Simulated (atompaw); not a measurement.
# Plane-wave convergence, PAW (atompaw) potential for As (Z = 33)

| Item | Value |
| --- | --- |
| Element | arsenic |
| Generator | atompaw 4.2.0.5 |
| Type | PAW |
| Functional | LDA (PW92) |
| Relativity | scalar-relativistic |
| Frozen core | [Ar] 3d10 |
| Valence charge | 5 |
| Reference configuration | 4s2 4p2.75 (charge +0.25) |
| Partial waves | 4s (bound): rc 2.15 bohr; 4s channel at 2.6 Ry: rc 2.15 bohr; 4p (bound): rc 2.15 bohr; 4p channel at 0.55 Ry: rc 2.15 bohr |
| Local potential | bessel scheme, radius 2.00 bohr |
| Core correction | smooth core density matched at 1.20 bohr |
| Augmentation charge | sinc compensation charge, radius 1.55 bohr; PAW radius 2.15 bohr; waves and projectors: custom rrkj gramschmidtortho |

The pseudo-atom Hamiltonian at the reference potential is diagonalised in spherical Bessel functions j_l(qr) that vanish at 20 bohr, with q² up to the cutoff. All-electron valence levels (Ry): 4s -1.2333, 4p -0.5330.

How do the lowest levels (Ry) of each channel move with the cutoff, and are there ghosts?

| cutoff (Ry) | s #1 | s #2 | p #1 | d #1 | d #2 | f #1 | Σ f·Δε (mRy) |
| --- | --- | --- | --- | --- | --- | --- | --- |
| 8 | -1.2325 | -0.1054 | -0.5243 | 0.0093 | 0.0775 | 0.0759 | 25.8 |
| 10 | -1.2330 | -0.1055 | -0.5297 | 0.0092 | 0.0774 | 0.0759 | 9.9 |
| 12 | -1.2332 | -0.1056 | -0.5319 | 0.0092 | 0.0773 | 0.0759 | 3.5 |
| 15 | -1.2333 | -0.1056 | -0.5329 | 0.0092 | 0.0773 | 0.0759 | 0.6 |
| 18 | -1.2333 | -0.1056 | -0.5330 | 0.0092 | 0.0773 | 0.0759 | 0.2 |
| 21 | -1.2333 | -0.1056 | -0.5330 | 0.0092 | 0.0773 | 0.0759 | 0.1 |
| 400 | -1.2333 | -0.1056 | -0.5331 | 0.0092 | 0.0773 | 0.0759 | 0.0 |

Result: no extra level below or beside the all-electron valence levels (s, p, d, f tested); 10 mRy is reached at 10 Ry and 1 mRy at 15 Ry.
